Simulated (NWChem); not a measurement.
# propylene glycol (C$_{3}$H$_{8}$O$_{2}$); SMILES CC(O)CO

```xyz
13

C     -0.6230     1.7635    -0.0196
C      0.0139     0.4394     0.3473
O      1.3694     0.3652    -0.0658
C     -0.7250    -0.7715    -0.2081
O     -0.0439    -1.9475     0.1002
H     -0.0318     2.5991     0.3819
H     -0.6852     1.8816    -1.1152
H     -1.6454     1.8391     0.3806
H      0.0525     0.3338     1.4448
H      1.4040     0.6067    -0.9999
H     -1.7411    -0.8317     0.2161
H     -0.8453    -0.6351    -1.3081
H      0.8934    -1.7236     0.0065
```
Atoms are numbered in this order, from 1.

All runs: NWChem. All runs use the structure optimised with PBE0/def2-SVP. No frequency run checked for a minimum. Level PBE/def2-SVP: energy and gradient on several grids; changes count from the extra-fine grid, which is no exact limit either.

Problem. Which is the coarsest grid (medium; xcoarse; fine; xfine; coarse) from which on the energy stays within 50 μHa and each gradient component within 100 μHa/bohr of xfine?

Solution. medium.
| grid | size of the energy change (μHa) | largest change of a gradient component (μHa/bohr) | time, medium = 1 (rough) |
|---|---|---|---|
| xcoarse | 1000 | 4000 | about 1 |
| coarse | 10 | 200 | about 1 |
| medium | < 10 | 30 | about 1 |
| fine | < 10 | < 30 | about 1 |
| xfine | < 10 | < 30 | 2 |
